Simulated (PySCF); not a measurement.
Species: 2-chloropyridine-N-oxide, C5H4ClNO.
Bonds: O1–N2, N2–C3 (aromatic), C3–C4 (aromatic), C4–C5 (aromatic), C5–C6 (aromatic), C6–C7 (aromatic), C7–Cl8, N2–C7 (aromatic). Hydrogens: H9 on C3; H10 on C4; H11 on C5; H12 on C6.

All values: wB97X-D/def2-SVPD (PySCF, non-relativistic), on one gas-phase PBE0-D3(BJ)/def2-SVP geometry that isn't relaxed in the solvent. The solvent is an IEF-PCM continuum (cavity from Bondi-type radii × 1.2). Specific hydrogen bonds and non-electrostatic terms are outside this model.

Gas phase at wB97X-D/def2-SVPD: HOMO -8.40 eV, LUMO 0.13 eV, dipole 4.72 D.

**Question.** What does the continuum do to the energy, the frontier levels and the dipole at wB97X-D/def2-SVPD in cyclohexane?

**Answer.** 
| solvent | ε | E(solvent) − E(gas) (kcal/mol) | polarisation term (kcal/mol) | distortion of the solute (kcal/mol) | HOMO (eV) | LUMO (eV) | dipole (D) |
| --- | --- | --- | --- | --- | --- | --- | --- |
| cyclohexane | 2.017 | -3.29 | -3.66 | 0.37 | -8.43 | 0.18 | 5.54 |

The first energy column is the sum of the next two and covers electrostatics alone.

**Question.** Which radius a makes the point-dipole formula ΔE = −[(ε − 1)/(2ε + 1)]·μ²/a³ give the value in cyclohexane, with the gas-phase dipole?

**Answer.** μ = 1.858 au and |ΔE| = 0.00524 Eh give a = 2.70 Å; the farthest nucleus lies 3.00 Å from the centroid of the nuclei, so such a sphere wouldn't even hold the nuclei. The formula assumes a rigid point dipole at the centre of a sphere.

**Question.** How does the static polarisability (wB97X-D/def2-SVPD, frozen core, with the continuum's full static response) change?

**Answer.** 
| medium | isotropic (au) | principal values (au) | ⟨r²⟩ of the electrons (bohr²) |
| --- | --- | --- | --- |
| gas | 86.0 | 49.5, 94.9, 113.6 | 1014.9 |
| cyclohexane | 98.5 | 54.9, 109.2, 131.3 | 1014.5 |

The isotropic value in cyclohexane is 1.15 times the gas-phase one; no cavity-field correction is applied. ⟨r²⟩ is taken about the centre of nuclear charge.

Rough CPU time on one thread of a shared machine: about 70 s. This is the whole response run at wB97X-D/def2-SVPD in cyclohexane, SCF included.

wB97X-D is run here without its empirical dispersion term; that term would change no orbital, density or response property at a fixed geometry.
